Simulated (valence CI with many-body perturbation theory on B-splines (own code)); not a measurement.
Results of a calculation; reference values are marked as such.
**Pt65+ in three bases**

Level of theory: valence CI with perturbative core correlation (CI+MBPT): three valence electrons over a frozen Dirac-Fock core [Ne], radial functions for each j: 9 s, 9 p, 8 d, 6 f, 3 g, 1 h, with the one-electron correlation potential Σ1, the two-electron term Σ2, the three-electron term Σ3, Breit, model QED; selected CI, second order for the rest, scaled by the run's own slope (own B-spline code, finite nucleus).

No measured spectrum was set against this ion. As an estimate, large intervals hold to a few tenths of a per cent, small ones and those within an open d or f shell to about a per cent.

The reference run has the lowest level (3s^2 3p1/2) J=1/2 and an ionisation energy of 7664.19 eV. Its largest variational space holds 8333 state functions.

Levels are named by their leading jj configuration (3d3/2^4 stands for four electrons in 3d with j = 3/2), which in mixed levels can hold well under half, so a name can repeat and another be missing. Letters in brackets count levels of one name in rising energy.

Changed runs:
A. basis 6 s, 6 p, 5 d, 3 f, 1 g
B. basis 5 s, 5 p, 4 d, 2 f

Excitation energies of the reference run in cm⁻¹, and shifts in cm⁻¹:

```csv
Level,Reference,A,B
(3s 3p1/2^2) J=1/2,1473650,-38,-74
(3s^2 3p3/2) J=3/2,3774070,-37,-93
(3s 3p1/2 3p3/2) J=3/2 [a],4982060,-210,-616
(3s 3p1/2 3p3/2) J=5/2,5140570,-55,-155
(3s 3p1/2 3p3/2) J=3/2 [b],5316410,-24,-53
(3s 3p1/2 3p3/2) J=1/2,5406710,+1.9,+87
(3s^2 3d3/2) J=3/2,5796850,+287,+932
(3s^2 3d5/2) J=5/2,6560950,+229,+652
(3s 3p1/2 3d3/2) J=3/2 [a],6748400,-113,-312
(3s 3p1/2 3d3/2) J=3/2 [b],6859840,-59,-142
(3s 3p1/2 3d3/2) J=5/2,6956330,+89,+200
(3s 3p1/2 3d3/2) J=1/2,7187220,+195,+567
Ionisation energy (eV),7664.19,-0.021,-0.07
```
